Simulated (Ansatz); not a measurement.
Wavefunction ladder for C2H7AlO

Z-matrix (Å, degrees):
```
C
C 1 1.508
Al 1 2.520 2 52.8
O 1 1.487 2 103.3 3 14.4
H 1 1.092 2 113.0 3 -101.6
H 1 1.092 2 116.3 3 130.4
H 2 1.090 1 112.4 3 -117.6
H 2 1.089 1 112.4 3 118.9
H 3 1.600 1 109.5 2 -109.4
H 3 1.593 1 128.0 2 93.4
H 4 0.961 1 113.4 2 -148.5
```

The species carries charge 0 and has multiplicity 1. The bonds changed during the relaxation, so this is another structure than the one it started from. All single points use the PBE0-D4/def2-TZVP geometry. It is one conformer, not always the lowest. Frozen core, restricted reference, Ansatz 0.2.0. CBS rows extrapolate triple and quadruple zeta; past MP2 they add the triple-zeta difference.

```
     basis     HF (Eh)  MP2 corr.
  def2-SVP  -396.39269   -0.54326
def2-TZVPP  -396.65627   -0.67809
def2-QZVPP  -396.67087   -0.72577
```

(1) Estimate the CCSD correlation energy and the (T) correction in each basis where they were run (hartree).

## Answers

(1) 
```json
{"basis": "def2-SVP", "CCSD corr.": "-0.59075", "(T)": "-0.01527"}
{"basis": "def2-TZVPP", "CCSD corr.": "-0.71810", "(T)": "-0.02611"}
{"basis": "CBS(def2)", "CCSD corr.": "-0.80109", "(T)": "as TZ"}
```
